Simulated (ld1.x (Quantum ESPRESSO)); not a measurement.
# Logarithmic derivatives: strontium (Sr), TM

* Element: strontium
* Generator: ld1.x (Quantum ESPRESSO) 7.5
* Type: norm-conserving Troullier–Martins (Kleinman–Bylander form)
* Functional: PW91
* Relativity: scalar-relativistic
* Frozen core: [Ar] 3d10
* Valence charge: 10
* Reference configuration: 4s2 4p6 4d0 5s1.5 5p0.5
* Partial waves: 4s (bound): rc 2.30 bohr; 4d (bound, empty): rc 3.40 bohr; 4p (bound): rc 2.45 bohr
* Local potential: the p channel
* Core correction: none

Occupied shells without a wave of their own: 5p, 5s. They enter only through the test configuration that unscreens the potential.

The phase is arctan(r·u′/u) with u = r·R(r), unwrapped; energies in Ry, scanned from -5 to 5 Ry. A pole is an energy at which the radial function vanishes at the test radius. The pseudo phase is shifted by a multiple of π to meet the all-electron one at the reference energy, and phase errors are pseudo minus all-electron; the curves can meet again beyond the range given. Levels narrower than the energy grid can be missing from the lists of poles.

```json
{"channel": "s", "radius (bohr)": "3.69", "reference energy (Ry)": "-3.06", "poles, all-electron": "-3.05, 0.88", "poles, pseudo": "-3.05, 0.63, 3.97", "unbroken range about the reference energy with phases within 0.05 rad": "below -0.6", "phase error 1 Ry above the reference energy (rad)": "-0.001"}
{"channel": "p", "radius (bohr)": "3.69", "reference energy (Ry)": "-1.73", "poles, all-electron": "-1.70, 1.61", "poles, pseudo": "-1.70, 1.49", "unbroken range about the reference energy with phases within 0.05 rad": "below 0.0", "phase error 1 Ry above the reference energy (rad)": "-0.003"}
{"channel": "d", "radius (bohr)": "3.69", "reference energy (Ry)": "-0.13", "poles, all-electron": "0.20, 3.08", "poles, pseudo": "0.20, 3.27", "unbroken range about the reference energy with phases within 0.05 rad": "below 1.2", "phase error 1 Ry above the reference energy (rad)": "+0.004"}
```

The potential misses its own reference levels by up to 0.3 eV.

Phases in the s channel:

```tsv
E (Ry)	all-electron	pseudo
-5.00	1.441	1.441
-4.48	1.433	1.433
-3.96	1.422	1.422
-3.44	1.406	1.406
-2.92	-1.734	-1.734
-2.40	-1.768	-1.768
-1.88	-1.806	-1.807
-1.36	-1.873	-1.875
-0.84	-2.039	-2.056
-0.32	-2.998	-3.292
0.20	-4.440	-4.532
0.72	-4.676	-4.736
1.24	-4.780	-4.862
1.76	-4.876	-5.089
2.28	-5.052	-6.695
2.80	-5.932	-7.617
3.32	-7.437	-7.769
3.84	-7.682	-7.840
4.36	-7.769	-7.895
4.88	-7.819	-7.959
```
